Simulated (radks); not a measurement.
The numbers below are computed, except where a source is named.
Spherical quantum dot in the effective-mass picture: electrons in a well V = -V0 / (1 + exp((r - R)/a)) with V0 = 38.2, R = 1.56, a = 0.16, all in effective atomic units (hartree* = m*/eps^2 hartree, bohr* = eps/m* bohr), one dielectric constant everywhere. Level of theory: non-relativistic Kohn-Sham, LDA (Slater exchange, Perdew-Wang correlation), spin-polarised, spherical densities (a radial shooting solver with Libxc functionals). Levels are named by radial order and angular momentum (1s, 1p, 1d, 2s, ...), and open shells are averaged over m. Results are scaled to m* = 0.031 and eps = 14.9, for which hartree* = 3.8 meV and bohr* = 25.43 nm.

N = 21, configuration 1s2 1p6 1d10 2s2 1f(up 1, down 0). This is the lowest configuration that the search found. Occupied and some empty levels:

level    occupation  eigenvalue (meV)  <r> (nm)
1s up             1           -61.971     22.44
1s down           1           -61.872     22.41
1p up             3           -55.731     25.11
1p down           3           -55.613     25.09
1d up             5           -46.845     27.10
1d down           5           -46.717     27.09
2s up             1           -38.571     20.70
2s down           1           -38.504     20.71
1f up             1           -35.865     28.74
1f down           0           -35.731     28.74
2p up             0           -25.684     24.01
2p down           0           -25.608     24.01
1g up             0           -23.128     30.19
1g down           0           -22.992     30.20
2d up             0           -11.731     26.70
2d down           0           -11.647     26.70

Energy (meV): total -1763.71, kinetic 375.41, external -2811.8, Hartree 749.28, exchange-correlation -76.566.

Electron density:

r (nm)  n(r) (e/nm^3)
1.06        0.0001687
5.06        0.0001549
9.06        0.0001329
13.1        0.0001202
17.1        0.0001281
21.1        0.0001472
25.1        0.0001483
29.1        0.0001116
33.1       0.00005601
37.1       0.00001728
41.1        3.375e-06
45.1        4.664e-07
49.1        5.506e-08
53.1        6.185e-09
